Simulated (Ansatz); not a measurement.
C$_{4}$H$_{6}$, triplet, at a GFN2-xTB geometry (a higher spin typed on purpose: for a closed-shell molecule this is an excited state). Base run: PBE0/6-31G in Ansatz (a quantum-chemistry and plane-wave program).

The Ansatz input:
Ansatz 0.2 input:
```yaml
crystal:
  periodic: [false, false, false]
  atoms:
    - {symbol: C, position_ang: [1.75459894, 0.26377965, -0.67660968]}
    - {symbol: C, position_ang: [0.65006782, -0.06047826, 0.17782132]}
    - {symbol: C, position_ang: [-0.68699479, 0.05653341, -0.16793300]}
    - {symbol: C, position_ang: [-1.72770442, -0.25764166, 0.66056493]}
    - {symbol: H, position_ang: [2.19484393, 1.24621075, -0.67237424]}
    - {symbol: H, position_ang: [2.20858178, -0.47942751, -1.30949762]}
    - {symbol: H, position_ang: [0.87209543, -0.42840088, 1.17912116]}
    - {symbol: H, position_ang: [-0.91126285, 0.42192830, -1.16243482]}
    - {symbol: H, position_ang: [-2.74878768, -0.14912379, 0.34462915]}
    - {symbol: H, position_ang: [-1.55527588, -0.62434574, 1.65749488]}
basis:
  gaussian:
    orbitals: 6-31G
hamiltonian:
  xc: pbe0
magnetization: {spin_polarized: true, initial_magnetization: 2}
```

The base run was repeated with changes; each row names its change, and settings that it needs were set with it.

```csv
change,ΔE vs base (eV)
base,0.00
symmetry_tolerance_ang = 0.01,0.00
occupation = up:A':12 A'':4 down:A':12 A'':2,6.65
occupation = up:A':14 A'':2 down:A':12 A'':2,7.35
occupation = up:A':13 A'':3 down:A':12 A'':2,0.00
```
